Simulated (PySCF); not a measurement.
**Unknowns**

Calculated, not measured (PySCF 2.14.0 with density-fitted response routines): GIAO PBE0/pcSseg-1 shieldings, geometry: GFN2-xTB. Rapidly exchanging positions averaged, non-relativistic Hamiltonian, one conformer, no solvent.

Referencing at the same level of theory: ¹H (31.72 ppm), ¹³C (186.93 ppm) against TMS. Where no couplings were computed, multiplicities follow the n + 1 count of equivalent neighbours, and m marks all less simple cases (inequivalent or close neighbours, rings, F or P nearby). Acid and N–H amide carbonyl carbons lie up to 10 ppm further downfield in solution (hydrogen bonding). Shifts are as computed. Against solution values, carbons near 30 ppm lie about +3 ppm off and those near 130 ppm about +5 ppm. Of 1309 compounds with measured shifts, 239 miss one by over three times the rms of a fit or turn the order of signals round; such compounds aren't used in these exercises. OH and NH positions are gas-phase values without hydrogen bonding to other molecules.

Problem. C7H10O2Si. ¹H NMR (400 MHz, computed): δ 6.87 (d, 1H), 6.80 (m, 1H), 6.02 (s, 2H), 5.31 (m, 1H), 5.22 (d, 1H), 4.75 (m, 1H), 4.57 (s, 2H), 1.91 (br s, 1H). ¹³C{¹H} NMR (computed): δ 165.7 (C), 149.9 (CH), 148.8 (CH), 126.3 (C), 119.1 (CH2), 103.1 (CH), 68.0 (CH2). What is it?

Solution. `C=CC1=CC=C(CO)O[SiH2]1`. The formula gives 4 degrees of unsaturation (1 ring in the answer). 7 carbon signals for 7 carbons: no two carbons are equivalent. Carbon types of the structure: 2 × C, 3 × CH, 2 × CH2, leaving 3 H on heteroatoms. δC 126.3: fully substituted alkene carbon; the olefinic region. δC 119.1: terminal =CH2 carbon; the olefinic region. δC 103.1: β carbon of an enol-ether or enamine type C=C; the O or N lone pair pushes π density onto this β carbon and shields it. δC 68.0: allylic sp3 CH2 bonded to O; the inductive effect lowers its shielding.

This is the structure that produced the data.

Problem. C7H10O2Si. ¹H NMR (400 MHz, computed): δ 6.84 (m, 1H), 6.48 (m, 1H), 5.93 (br s, 1H), 5.13 (m, 1H), 4.76 (m, 1H), 2.78 (m, 1H), 1.71 (m, 1H), 1.23 (m, 1H), 1.10 (m, 1H), 0.90 (m, 1H). ¹³C{¹H} NMR (computed): δ 185.3, 158.0, 154.1, 40.6, 26.1, 18.7, 15.8. What is it?

Solution. `O=C(O)C1([C@H]2C=C[SiH2]2)CC1`. The formula gives 4 degrees of unsaturation (2 rings in the answer). 7 carbon signals for 7 carbons: no two carbons are equivalent. Carbon types of the structure: 2 × C, 3 × CH, 2 × CH2, leaving 3 H on heteroatoms. δC 185.3: carboxylic acid carbon; lone-pair donation from the attached heteroatom keeps it upfield of a ketone carbonyl. δC 158.0, 154.1: alkene CH; as expected for a trigonal carbon in a double bond. δH 6.84, 6.48: hydrogen on an alkene CH; attached to an sp2 carbon and in the plane of the double bond. δH 2.78: hydrogen on an allylic sp3 CH bonded to Si; allylic position.

The data come from this structure; uniqueness wasn't tested.

Problem. C7H10O2Si. ¹H NMR (400 MHz, computed): δ 5.64 (br s, 1H), 2.06 (s, 3H), 1.97 (m, 1H), 1.67 (m, 1H), 0.92 (m, 1H), 0.41 (s, 3H). ¹³C{¹H} NMR (computed): δ 179.8 (C), 113.4 (C), 78.9 (C), 18.4 (CH), 9.7 (CH2), 5.9 (CH3), -4.3 (CH3). Identify the compound.

Solution. `CC#C[Si@@]1(C)C[C@H]1C(=O)O`. The formula gives 4 degrees of unsaturation (1 ring in the answer). 7 carbon signals for 7 carbons: no two carbons are equivalent. Carbon types of the structure: 3 × C, 1 × CH, 1 × CH2, 2 × CH3, leaving 1 H on heteroatoms. δC 179.8: carboxylic acid carbon; lone-pair donation from the attached heteroatom keeps it upfield of a ketone carbonyl. δC 113.4, 78.9: alkyne carbon. δC 18.4, 9.7: three-membered-ring carbon; carbons of three-membered rings are unusually shielded. δC 5.9: propargylic methyl carbon; saturated and bonded to C and H only.

The shifts were computed for this structure.
